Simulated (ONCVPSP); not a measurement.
u(r) = r·R(r): atom against pseudo-atom (iridium)

Columns: radius, all-electron u(r) and pseudo u(r) of the 5s shell (level -102.34 eV) of iridium in the configuration [Kr] 4d10 4f14 5s2 5p6 5d7 6s1.5; LDA (Perdew-Wang 92), scalar-relativistic, ONCV scheme, ONCVPSP 4.0.1.

```json
{"r (bohr)": "0.113", "all-electron": "0.3473", "pseudo": "0.1944"}
{"r (bohr)": "0.225", "all-electron": "-0.1008", "pseudo": "0.3845"}
{"r (bohr)": "0.338", "all-electron": "-0.6700", "pseudo": "0.5688"}
{"r (bohr)": "0.450", "all-electron": "-0.2893", "pseudo": "0.7363"}
{"r (bohr)": "0.563", "all-electron": "0.3748", "pseudo": "0.8792"}
{"r (bohr)": "0.675", "all-electron": "0.8828", "pseudo": "0.9840"}
{"r (bohr)": "0.788", "all-electron": "1.1484", "pseudo": "1.0435"}
{"r (bohr)": "0.900", "all-electron": "1.2116", "pseudo": "1.0523"}
{"r (bohr)": "1.013", "all-electron": "1.1471", "pseudo": "1.0122"}
{"r (bohr)": "1.125", "all-electron": "1.0179", "pseudo": "0.9315"}
{"r (bohr)": "1.238", "all-electron": "0.8639", "pseudo": "0.8208"}
{"r (bohr)": "1.350", "all-electron": "0.7128", "pseudo": "0.6966"}
{"r (bohr)": "1.463", "all-electron": "0.5744", "pseudo": "0.5706"}
{"r (bohr)": "1.575", "all-electron": "0.4565", "pseudo": "0.4561"}
{"r (bohr)": "1.688", "all-electron": "0.3576", "pseudo": "0.3575"}
{"r (bohr)": "1.800", "all-electron": "0.2781", "pseudo": "0.2780"}
{"r (bohr)": "1.913", "all-electron": "0.2142", "pseudo": "0.2141"}
{"r (bohr)": "2.025", "all-electron": "0.1644", "pseudo": "0.1643"}
{"r (bohr)": "2.138", "all-electron": "0.1253", "pseudo": "0.1252"}
{"r (bohr)": "2.250", "all-electron": "0.0953", "pseudo": "0.0953"}
{"r (bohr)": "2.363", "all-electron": "0.0721", "pseudo": "0.0720"}
{"r (bohr)": "2.475", "all-electron": "0.0545", "pseudo": "0.0545"}
{"r (bohr)": "2.588", "all-electron": "0.0410", "pseudo": "0.0410"}
{"r (bohr)": "2.700", "all-electron": "0.0309", "pseudo": "0.0309"}
{"r (bohr)": "2.813", "all-electron": "0.0231", "pseudo": "0.0231"}
{"r (bohr)": "2.925", "all-electron": "0.0174", "pseudo": "0.0174"}
```

(1) How many radial nodes do the two functions have?

(2) At about which radius was the pseudo-wave matched?

(3) Is the pseudo-wave norm-conserving?

## Answers

(1) The all-electron 5s function has n − l − 1 = 4 (the table is too coarse to show those close to the nucleus); the pseudo-wave has 0, since the states of the same l below it are removed with the core.

(2) 1.70 bohr. The columns agree to 0.0005 from 1.57 bohr on; several derivatives are matched, so the curves merge somewhat inside the radius.

(3) Yes: the ONCV scheme keeps the norm inside the radius equal to the all-electron one, which fixes the energy derivative of the logarithmic derivative at the level.
